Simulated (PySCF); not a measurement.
1,1-dichloro-3,3-difluoroprop-1-ene (C3H2Cl2F2), SMILES FC(F)C=C(Cl)Cl. Atoms are numbered in the order given.

```xyz
9

F      0.2638    -2.4735     1.0953
C     -0.0873    -1.7442     0.0000
F      0.2638    -2.4735    -1.0953
C      0.6630    -0.4523     0.0000
C      0.1051     0.7627     0.0000
Cl    -1.6106     1.0420     0.0000
Cl     1.0573     2.2093     0.0000
H     -1.1803    -1.6130     0.0000
H      1.7526    -0.5317     0.0000
```
Charge 0, spin multiplicity 1.

The structure is a stationary point at B3LYP-D3(BJ)/def2-SVP. One conformer was computed; it need not be the lowest.

Vertical ionisation energy (IE) and electron affinity (EA) in eV. Rows of orbital energies are one-electron estimates. Where ΔSCF, EOM or ADC give a negative EA the extra electron is unbound and the value depends on the basis.

```
level                                         IE    EA
------------------------------------------  ----  ----
−ε(HOMO), −ε(LUMO), PBE0/def2-TZVP (PySCF)  8.08  1.30
−ε(HOMO), −ε(LUMO), PBE/def2-TZVP (PySCF)   6.85  2.23
```
